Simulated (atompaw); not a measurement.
**What one change does to a pseudopotential (Pd, PAW (atompaw))**

palladium, PAW, made with atompaw 4.2.0.5 (LDA (PW92), scalar-relativistic). Core [Kr], reference 4d10 5s0 5p0. Waves: 5s (bound, empty): rc 2.85 bohr; 5s channel at 3.4 Ry: rc 3.00 bohr; 5p (bound, empty): rc 3.00 bohr; 5p channel at 0.35 Ry: rc 3.00 bohr; 4d (bound): rc 1.75 bohr; 4d channel at 0.05 Ry: rc 1.75 bohr. Local part: bessel scheme, radius 2.00 bohr. Core correction: smooth core density matched at 2.30 bohr. Augmentation charge: besselshape compensation charge, radius 2.70 bohr; PAW radius 3.00 bohr; waves and projectors: custom rrkj gramschmidtortho.

All-electron outer shells of the reference configuration (LDA (PW92), scalar-relativistic, ld1.x):

| shell | level (eV) | outermost node (bohr) | outermost maximum (bohr) |
| --- | --- | --- | --- |
| 4s | -85.44 | 0.45 | 0.85 |
| 4p | -51.36 | 0.46 | 0.91 |
| 4d | -4.31 | 0.45 | 1.10 |
| 5s | -3.61 | 1.15 | 2.64 |
| 5p | -0.36 | 1.31 | 4.09 |

Change: local potential troulliermartins scheme with l = 3 at 0 Ry, radius 2.00 bohr.

Cutoffs: the cutoffs (Ry, on a coarse ladder) from which the occupation-weighted sum of valence levels, in a spherical-Bessel basis at the reference potential, stays within 10 and 1 mRy of its value at 400 Ry; they do not see the model core or the augmentation charge, which bear on the density cutoff.

Question: What does the change do?

Answer: The potential gets neither clearly harder nor softer (35 Ry and 60 Ry → 35 Ry and 60 Ry); a bound ghost appears in p, s, which as a rule spoils a file. A state that the projectors do not describe sees the local part alone, so a deeper or shallower local part can create or remove a ghost.

| quantity | base | changed |
| --- | --- | --- |
| cutoff, loose | 35 Ry | 35 Ry |
| cutoff, tight | 60 Ry | 60 Ry |
| bound ghosts | none | s, p |
| s: phases at 3.02 bohr within 0.05 rad from the reference energy up to (Ry; the scan ends near 5) | to the end of the scan | to the end of the scan |
| p: phases at 3.02 bohr within 0.05 rad from the reference energy up to (Ry; the scan ends near 5) | 3.2 | n/a |
| d: phases at 3.02 bohr within 0.05 rad from the reference energy up to (Ry; the scan ends near 5) | to the end of the scan | to the end of the scan |
| lowest overlap eigenvalue by channel | s 0.65, p 0.59, d 0.96 | s 0.12, p 0.33, d 0.90 |

 A true bound ghost makes a file unfit for plane-wave use even where its test errors are small: the radial tests pick states by their node count and pass the ghost by. The cutoffs see the waves, projectors and local potential, not the compensation charge or the core.
